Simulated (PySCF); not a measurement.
From one molecule to another.

First species: C4H12OSi2.
SMILES: `O=CCCC[SiH2][SiH3]`

Second species: C4H12OSi2.
Bonds: C1–C2, C2–O3 (double), C2–C4, C4–C5, C5–Si6, C5–Si7. Hydrogens: H8, H9, H10 on C1; H11, H12 on C4; H13 on C5; H14, H15, H16 on Si6; H17, H18, H19 on Si7.

Levels: B3LYP/def2-SVPD for dipole moment, HOMO energy, LUMO energy, HOMO–LUMO gap, static isotropic polarisability and electronic spatial extent ⟨r²⟩ about the centre of nuclear charge; TDDFT B3LYP/def2-SVPD for lowest singlet excitation; TDA B3LYP/def2-SVPD for lowest triplet excitation (Tamm–Dancoff); GFN2-xTB for rotational constant A and rotational constant C. Geometries: GFN2-xTB. Each structure is a single optimised conformer of the isolated species, non-relativistic unless stated; the electronic structure was computed with PySCF and density fitting.

Dipoles, sizes and rotational constants follow the conformer. The torsions of the flexible species, by atom-mapped SMILES:
- `[O:1]=[CH:2][CH2:3][CH2:4][CH2:5][SiH2:6][SiH3:7]`: O1–C2–C3–C4 -9°, C2–C3–C4–C5 -73°, C3–C4–C5–Si6 175°, C4–C5–Si6–Si7 -64°
- `[CH3:1][C:2](=[O:3])[CH2:4][CH:5]([SiH3:6])[SiH3:7]`: C1–C2–C4–C5 156°, C2–C4–C5–Si6 45°

```json
{"property": "dipole moment", "column X": "3.65 D", "column Y": "2.96 D"}
{"property": "HOMO energy", "column X": "-7.32 eV", "column Y": "-7.37 eV"}
{"property": "LUMO energy", "column X": "-1.19 eV", "column Y": "-1.14 eV"}
{"property": "HOMO–LUMO gap", "column X": "6.13 eV", "column Y": "6.23 eV"}
{"property": "lowest singlet excitation", "column X": "4.50 eV", "column Y": "4.35 eV"}
{"property": "lowest triplet excitation (Tamm–Dancoff)", "column X": "4.01 eV", "column Y": "3.77 eV"}
{"property": "static isotropic polarisability", "column X": "105.8 au", "column Y": "109.1 au"}
{"property": "electronic spatial extent ⟨r²⟩ about the centre of nuclear charge", "column X": "1452 bohr²", "column Y": "1677 bohr²"}
{"property": "rotational constant A", "column X": "2.587 GHz", "column Y": "2.649 GHz"}
{"property": "rotational constant C", "column X": "0.820 GHz", "column Y": "0.701 GHz"}
```

Question: Which column belongs to which species?

Answer: Column X is the second species and column Y the first. The first has 19 atoms and 72 electrons, the second 19 and 72.

Question: How does each property change from the first species to the second?

Answer: dipole moment +0.69 D; HOMO energy +0.05 eV; LUMO energy -0.05 eV; HOMO–LUMO gap -0.10 eV; lowest singlet excitation +0.15 eV; lowest triplet excitation (Tamm–Dancoff) +0.24 eV; static isotropic polarisability -3.3 au; electronic spatial extent ⟨r²⟩ about the centre of nuclear charge -225 bohr²; rotational constant A -0.062 GHz; rotational constant C +0.119 GHz.

On the first: In wavenumbers S1 is 35100 cm⁻¹ (1 eV = 8065.54 cm⁻¹). A dipole of 2.96 D is allowed in C1, and pure rotational transitions are dipole-allowed. GFN2-xTB frequencies show an imaginary mode (21i cm⁻¹), so this geometry is no minimum at that level.

On the second: S1 lies 1.63 eV below the HOMO–LUMO gap; its leading configuration is HOMO→LUMO, weight 0.93. In atomic units the dipole is 1.44 e·bohr (1 au = 2.5417 D).
